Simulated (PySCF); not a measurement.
**NMR data sheet: C8H9NSi**

| Item | Value |
| --- | --- |
| Formula | C8H9NSi |
| SMILES | Nc1cccc2c1C=C[SiH2]2 |
| Point group of the computed structure | C1 |
| Degrees of unsaturation | 6 |
| Carbon signals | 8 |
| Proton signals | 7 |

Structure with atom numbers: `[NH2:1][c:2]1[cH:3][cH:4][cH:5][c:6]2[c:7]1[CH:8]=[CH:9][SiH2:10]2`; H(Xn) means a hydrogen on atom n.

- structure optimised with PBE0-D3(BJ)/def2-SVP
- shielding tensors at PBE/pcSseg-1 (GIAO)
- code: PySCF
- rapidly exchanging positions averaged, no solvent model, no relativistic terms, single conformer

Chemical shifts δ = σref − σ; TMS for 1H, 13C, 29Si; NH3 for 15N, all at this level.

| carbon | δC, type | δH (multiplicity) | HMBC from (2–3 bonds) | span of the C tensor (ppm) |
| --- | --- | --- | --- | --- |
| C2 | 143.6, C | – | H(C8), H(C4), H(C3) | 182 |
| C3 | 118.0, CH | 6.39 (d) | H(C4), H(C5) | 175 |
| C4 | 131.6, CH | 6.96 (m) | H(C5), H(C3) | 221 |
| C5 | 125.9, CH | 6.95 (m) | H(C4), H(C3), H(Si10) | 213 |
| C6 | 136.1, C | – | H(C8), H(C4), H(C5), H(C9), H(Si10) | 208 |
| C7 | 135.1, C | – | H(C8), H(C5), H(C3), H(C9), H(Si10) | 165 |
| C8 | 151.1, CH | 7.52 (d) | H(C9), H(Si10) | 220 |
| C9 | 125.0, CH | 6.10 (m) | H(C8), H(Si10) | 211 |

Other nuclei:
```csv
atoms,nucleus,environment,δ (ppm),σ (ppm)
H(Si10),1H,"hydrogen on a silicon bonded to 2 C, in a 5-membered ring",4.93,26.26
H(N1),1H,hydrogen on an aniline-type nitrogen,3.33,27.86
Si10,29Si,"silicon bonded to 2 C, 2 H, in a 5-membered ring",-41.9,376.5
N1,15N,aniline-type nitrogen,80.7,184.4
```

- Carbon types of the structure: 3 × C, 5 × CH, leaving 4 H on heteroatoms.
- δC 151.1, 125.0: alkene CH; as expected for a trigonal carbon in a double bond.
- δC 143.6: aromatic carbon bearing nitrogen; the electronegative substituent deshields the carbon that carries it.
- δC 136.1, 135.1: substituted aromatic carbon.
- δC 131.6, 125.9, 118.0: aromatic CH.
- δH 3.33: hydrogen on an aniline-type nitrogen; exchangeable, gas-phase position.

OH and NH positions are those of a molecule without intermolecular hydrogen bonds; in solution they move with solvent, concentration and temperature, and exchange usually removes their couplings. Shifts are as computed. Against solution values, carbons near 30 ppm lie about +2 ppm off and those near 130 ppm about +2 ppm. Of 1211 compounds with measured shifts, 218 miss one by over three times the rms of a fit or turn the order of signals round; such compounds aren't used in these exercises. Experimental scales use liquid or dissolved standards, which lie at an offset from isolated NH3 (liquid NH3: subtract about 20 ppm). No couplings were computed; multiplicities are counted from neighbouring protons, with m where these are inequivalent, close in shift, in a saturated or five-membered ring or joined by F or P, and br s for small geminal =CH2 splittings.
